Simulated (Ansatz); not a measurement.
Geometry optimisation, RKS r2SCANh/6-31G in Ansatz 0.2.0.

Input:

```yaml
crystal:
  periodic: [false, false, false]
  atoms:
    - { symbol: B, position_ang: [0.0, 0.0, 0.0] }
    - { symbol: O, position_ang: [0.0, 0.0, 1.41] }
    - { symbol: H, position_ang: [-0.9095, -0.2814, 1.7471] }
    - { symbol: F, position_ang: [1.1431, 0.0, -0.66] }
    - { symbol: C, position_ang: [-1.3856, 0.0, -0.8] }
    - { symbol: H, position_ang: [-1.9458, -0.9305, -0.5708] }
    - { symbol: H, position_ang: [-1.9898, 0.8797, -0.4946] }
    - { symbol: H, position_ang: [-1.1839, 0.0508, -1.8903] }
basis:
  gaussian: { orbitals: "6-31G" }
hamiltonian:
  xc: r2scanh
relax:
  f_tol: 0.02
  max_steps: 40
```

Command:

```bash
$ ansatz run input.yaml --threads 1 --pin off --max-ram 2048MiB --backend cpu --events-out ev --progress --plain --runs-dir out
```

Problem. Where does it end, and by what steps?

Solution. The forces met the threshold. The force dipped under the threshold on the way, but the program's further checks kept it going. Limits of this set-up: no polarisation functions. After 23 steps the energy has fallen by 0.251 eV; H6 moved furthest, 0.75 Å.

```tsv
step	energy less start (eV)	largest force component (eV/Å)	accepted
0	0.0000	2.687	yes
1	-0.1257	1.819	yes
2	-0.2271	0.234	yes
3	-0.2335	0.150	yes
4	-0.2344	0.058	yes
5	-0.2352	0.031	yes
6	-0.2356	0.086	yes
7	-0.2359	0.120	yes
8	-0.2354	0.165	no
9	-0.2372	0.076	yes
10	-0.2401	0.046	yes
11	-0.2412	0.086	yes
12	-0.2289	0.621	no
13	-0.2437	0.117	yes
14	-0.2454	0.227	yes
15	-0.2443	0.309	no
16	-0.2478	0.074	yes
17	-0.2491	0.017	yes
18	-0.2484	0.209	no
19	-0.2500	0.043	yes
20	-0.2502	0.072	yes
21	-0.2504	0.043	yes
22	-0.2478	0.264	no
23	-0.2507	0.016	yes
```

```xyz
8
Properties=species:S:1:pos:R:3
B -0.091 -0.151 0.034
O 0.044 0.105 1.373
H -0.729 0.388 1.880
F 1.068 -0.552 -0.587
C -1.400 -0.033 -0.810
H -1.647 -1.003 -1.257
H -2.270 0.310 -0.242
H -1.247 0.656 -1.649
```

Whether the end is a true minimum wasn't checked by a vibrational analysis.

Time of the run: 32 s on 1 thread of Intel(R) Xeon(R) 6975P-C (Granite Rapids) (shared host), peak memory 0.17 GiB.
